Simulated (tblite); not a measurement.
What does the GFN2-xTB structure of `[CH]1[SiH2]N[Si@H](C1)C` [radical] look like in three dimensions? (Doublet state.)

```
atom  x, y, z in Å
C1     2.2882    0.4817   -0.2682
Si2    0.7227   -0.5704   -0.4928
C3    -0.1744   -0.9122    1.1661
C4    -1.3953   -0.0841    1.2276
Si5   -2.0137    0.6244   -0.3575
N6    -0.5705    0.2620   -1.2718
H7     2.0757    1.4123    0.2495
H8     2.7216    0.7310   -1.2316
H9     3.0430   -0.0525    0.3001
H10    1.0475   -1.8226   -1.1989
H11   -0.4542   -1.9716    1.1669
H12    0.4426   -0.7738    2.0572
H13   -1.8249    0.1155    2.1982
H14   -3.1617   -0.0561   -0.9817
H15   -2.2555    2.0758   -0.3431
H16   -0.4986    0.5494   -2.2314
```

Any rigid rotation of these coordinates is as good. Atoms count from 1 in this order. The 5-membered ring Si2–C3–C4–Si5–N6 has internal angles of 95.3° to 118.9° (sum 538°, against 540° for a flat polygon); it is puckered, 0.07 Å rms from its mean plane, widest ring torsion 17°. Si2 (silicon bonded to 2 C, N and H) is distorted tetrahedral (angles from 97.2° to 113.8°). N6 (nitrogen bonded to 2 Si and H) is planar (angles 121.1°, 120.0° and 118.9°, sum 360.0°, 0.01 Å off the plane of its three neighbours). The N–Si distances run from 1.724 Å (Si2–N6, drawn single) to 1.746 Å (Si5–N6, drawn single), a spread of 0.022 Å.

Bonds between heavy atoms (Å): C1–Si2 1.900, Si2–C3 1.917, C3–C4 1.477, C4–Si5 1.843, Si5–N6 1.746, Si2–N6 1.724.

Structure optimised with GFN2-xTB, isolated species. This method treats the open shell by occupation alone, without spin polarisation.

Point group: C1 (no symmetry element, even within 0.4 Å). Its GFN2-xTB frequencies are all real (lowest 24 cm⁻¹). Torsions: C1–Si2–C3–C4 106°, Si2–C3–C4–Si5 17°, C3–C4–Si5–N6 -13°, C4–Si5–N6–Si2 2°.

One conformer stands for the species.

The numbers are calculated, not measured.
